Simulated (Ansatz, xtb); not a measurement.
Species: CH3AlF, charge 0, multiplicity 2. It need not be the lowest isomer of its formula. SMILES: [CH3][Al][F]
Coordinates optimised at B3LYP-D3(BJ)/def2-TZVP (Ansatz, an electronic-structure program):
```xyz
6

Al     0.5137    -0.1059     0.2760
C     -0.0666     1.3295    -0.9526
H     -0.9280     1.8408    -0.5137
H     -0.3838     0.8772    -1.8965
H      0.7177     2.0590    -1.1523
F     -0.6316    -1.2642     0.6323
```
Charge 0, spin multiplicity 2.

Harmonic wavenumbers from GFN2-xTB (xtb, at its own minimum), cm⁻¹: 42, 105, 486, 509, 557, 754, 1265, 1439, 1444, 2940, 2944, 2955.

Q: Give the harmonic wavenumbers at B3LYP-D3(BJ)/def2-TZVP (Ansatz, finite differences of forces, unscaled).

A: 55, 191, 570, 573, 677, 807, 1183, 1436, 1447, 3018, 3091, 3123 cm⁻¹. Zero-point energy 23.1 kcal/mol.

Q: From these and the geometry, give the ideal-gas thermochemistry at 298.15 K and 1 atm (rigid rotor, harmonic oscillator).

A: Point group Cs, rotational symmetry number 1. Rotational constants 29.35, 5.886, 5.058 GHz. S(trans) 38.25, S(rot) 23.42, S(vib) 8.47, S(elec, spin only) 1.38, S 71.5 cal/(mol K). H(298) - H(0) 3.61 kcal/mol; G - E(el) 5.4 kcal/mol.
